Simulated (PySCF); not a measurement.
Job file and geometry (Å, from GFN2-xTB) of an NMR shielding run on SMILES S(/C=C/[SiH3])[SiH2]P, C₂H₉PSSi₂, PySCF 2.14.0, density-fitted response routines, GIAO PBE0/pcSseg-1 NMR shielding, non-relativistic, gas phase; density fitting, a coarse starting grid and PySCF grid level 2 are the driver's defaults:

```
$ OMP_NUM_THREADS=1 python probes_run.py task.json out

{"job": {"kind": "nmr", "xc": "PBE0", "basis": "pcSseg-1"}, "charge": 0, "multiplicity": 1}
Si     3.075380     0.478553     0.432352
C      1.777385    -0.719483    -0.201379
C      0.476785    -0.560981    -0.010696
S     -0.747713    -1.669062    -0.635339
Si    -2.593601    -0.797300     0.056118
P     -2.264719     1.327585     0.681336
H      4.172981    -0.291027     1.021182
H      3.585635     1.272276    -0.689180
H      2.476645     1.360914     1.433625
H      2.103155    -1.582309    -0.766945
H      0.073036     0.275384     0.546269
H     -3.040398    -1.532105     1.239341
H     -3.507112    -1.002021    -1.064589
H     -3.605748     1.646482     0.584147
H     -1.986125     1.801086    -0.590603
```

Question: What does the program print?

Answer: 
```
coarse grid: 14248 points
cycle   1  E = -1399.3982708333  dE =  3.526e-01  |g| = 3.358e-01  |ddm| = 3.594e+00
cycle   2  E = -1399.3809764169  dE =  1.729e-02  |g| = 4.148e-01  |ddm| = 8.222e-01
cycle   3  E = -1399.4277952073  dE = -4.682e-02  |g| = 7.365e-02  |ddm| = 5.190e-01
cycle   4  E = -1399.4290972209  dE = -1.302e-03  |g| = 3.307e-02  |ddm| = 1.092e-01
cycle   5  E = -1399.4293790082  dE = -2.818e-04  |g| = 7.262e-03  |ddm| = 4.111e-02
cycle   6  E = -1399.4293933749  dE = -1.437e-05  |g| = 2.700e-03  |ddm| = 1.263e-02
cycle   7  E = -1399.4293951167  dE = -1.742e-06  |g| = 6.417e-04  |ddm| = 3.470e-03
final grid: 118288 points
cycle   8  E = -1399.4661733288  dE = -1.756e-05  |g| = 5.759e-03  |ddm| = 2.601e-02
cycle   9  E = -1399.4661665791  dE =  6.750e-06  |g| = 7.488e-03  |ddm| = 1.387e-02
cycle  10  E = -1399.4661815383  dE = -1.496e-05  |g| = 6.447e-04  |ddm| = 8.566e-03
cycle  11  E = -1399.4661816562  dE = -1.179e-07  |g| = 1.650e-04  |ddm| = 1.080e-03
cycle  12  E = -1399.4661816626  dE = -6.439e-09  |g| = 7.238e-05  |ddm| = 2.457e-04
cycle  13  E = -1399.4661816639  dE = -1.319e-09  |g| = 1.965e-05  |ddm| = 8.924e-05
cycle  14  E = -1399.4661816640  dE = -1.037e-10  |g| = 3.770e-06  |ddm| = 2.522e-05
converged SCF energy = -1399.4661816640

GIAO shielding tensors (ppm)
atom      isotropic    diamagn.    paramagn.     s11        s22        s33       span
  0 Si     425.031     879.750    -454.719    391.318    418.462    465.315     73.997
  1 C       61.945     257.277    -195.332    -47.554     63.959    169.430    216.985
  2 C       39.774     263.764    -223.990    -71.780     52.343    138.758    210.539
  3 S      568.926    1058.372    -489.445    338.242    555.232    813.305    475.063
  4 Si     376.941     879.441    -502.500    327.906    374.564    428.352    100.446
  5 P      623.522     968.159    -344.636    541.965    612.243    716.360    174.395
  6 H       27.504      28.098      -0.594     24.277     25.454     32.780      8.502
  7 H       27.462      28.511      -1.050     24.275     25.533     32.578      8.303
  8 H       27.617      29.260      -1.643     24.181     27.576     31.094      6.913
  9 H       25.626      32.077      -6.452     23.334     23.558     29.986      6.652
 10 H       25.194      36.414     -11.220     18.827     24.469     32.287     13.460
 11 H       26.519      28.217      -1.698     22.274     24.795     32.488     10.213
 12 H       26.384      28.380      -1.995     22.255     24.461     32.437     10.182
 13 H       30.423      28.669       1.753     25.274     26.411     39.584     14.310
 14 H       30.500      31.229      -0.729     25.119     27.965     38.416     13.297
```

Question: Turn these shieldings into chemical shifts. Chemical shifts δ = σref − σ; 29Si (349.16 ppm) and 13C (186.93 ppm) and 1H (31.72 ppm) vs TMS; 33S (503.73 ppm) against CS2; 31P (318.38 ppm) against H3PO4, all at this level.

Answer: Averaging equivalent atoms: Si 4: -27.8; Si 0: -75.9; C 2: 147.2; C 1: 125.0; S 3: -65; P 5: -305.1; H 10: 6.52; H 9: 6.09; H 11/12: 5.27; H 6/7/8: 4.19; H 13/14: 1.26 ppm. Experimental scales use liquid or dissolved standards, which lie at an offset from isolated H3PO4.

Size and cost of the density-fitted run: 175 basis functions, 69 s wall time on 1 thread of an Intel Xeon, shared host; peak memory 0.82 GiB.
